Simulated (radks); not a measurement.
The numbers below are computed, except where a source is named.
C, configuration [He] 2s2 2p2.

Code: a radial shooting solver on a logarithmic mesh with Libxc functionals. Model: scalar-relativistic Kohn-Sham, LDA (Slater exchange, Perdew-Zunger correlation), spin-polarised, spherical densities, finite nucleus; open shells are filled with parallel spins first; Fermi nuclear charge, rms radius 2.4702 fm.

Energy parts (hartree):
| part | energy |
|---|---|
| total | -37.48195 |
| kinetic | 37.28490 |
| electron-nucleus | -87.70503 |
| Hartree | 17.72428 |
| exchange-correlation | -4.78611 |

Orbitals (lengths in bohr, moments of r in powers of bohr; <r^-3> diverges for s and p1/2):
| orbital | occ. | eigenvalue (hartree) | <1/r> | <r^-3> |
|---|---|---|---|---|
| 1s up | 1 | -9.94520 | 5.602 | - |
| 1s down | 1 | -9.91173 | 5.615 | - |
| 2s up | 1 | -0.52989 | 0.9288 | - |
| 2s down | 1 | -0.43909 | 0.8938 | - |
| 2p up | 2 | -0.22572 | 0.7891 | 1.812 |
| 2p down | 0 | -0.14242 | 0.7256 | 1.544 |
| 3s up | 0 | -0.00606 | 0.1580 | - |

The highest occupied level is 2p up at -6.142 eV. Spin moment in Bohr magnetons: 2. The spin density at the nucleus is -0.0069 e/bohr^3 (1s -0.2675, 2s 0.2606). For comparison, the ionisation energy in NIST's Atomic Spectra Database is 11.260 eV (measured). In exact Kohn-Sham theory the highest level is minus the ionisation energy, but local and semilocal functionals leave it too shallow, through self-interaction and a potential that decays too fast; potentials with the right tail come closer. The electron density at the nucleus is 127.9 e/bohr^3 (large components only). Summed over all electrons, <r^2> = 14.26 bohr^2, which gives a Langevin (diamagnetic) susceptibility term of -11.3 x 10^-6 cm^3/mol.
